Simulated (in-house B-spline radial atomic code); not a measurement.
# Ionising the magnesium ion Mg⁸⁺ with different functionals

Computed with an all-electron radial atomic-structure program (B-spline basis): four-component Dirac-Coulomb Hamiltonian, Fermi nucleus of rms radius 3.057 fm, spin-restricted, spherical fractional occupations for the functionals. The ionisation energy is the difference of two self-consistent energies, [He] 2s2 → [He] 2s1, without Breit or QED terms; ε is the level of the shell that loses the electron (mean over j).

Hybrids are left out here: with spherical fractional occupations of an open shell their exact exchange keeps a self-interaction that integer-occupation calculations don't have.

```csv
method,rung,ΔSCF (eV),-ε(2s) (eV)
LDA VWN5,LDA,327.62,308.60
relativistic LDA,LDA,327.49,308.47
LDA PW92,LDA,327.61,308.59
LDA exchange-only,LDA,325.57,306.50
PBE,GGA,328.64,309.63
PBEsol,GGA,327.96,309.00
BLYP,GGA,328.74,309.68
RPBE,GGA,328.71,309.75
PW91,GGA,328.80,309.79
BP86,GGA,328.80,309.81
AM05,GGA,327.62,308.68
OLYP,GGA,328.65,309.89
```

(1) How do they compare with the NIST value?

Answers

(1) NIST lists 327.99 eV ± 0.04 (semi-empirical, ground level to ground level). Errors run from -2.42 to +0.81 eV; PBEsol is closest (-0.03 eV), but part of that can be cancellation, since the calculations leave out Breit-QED terms, spin polarisation, the near-degeneracy of s² and p².
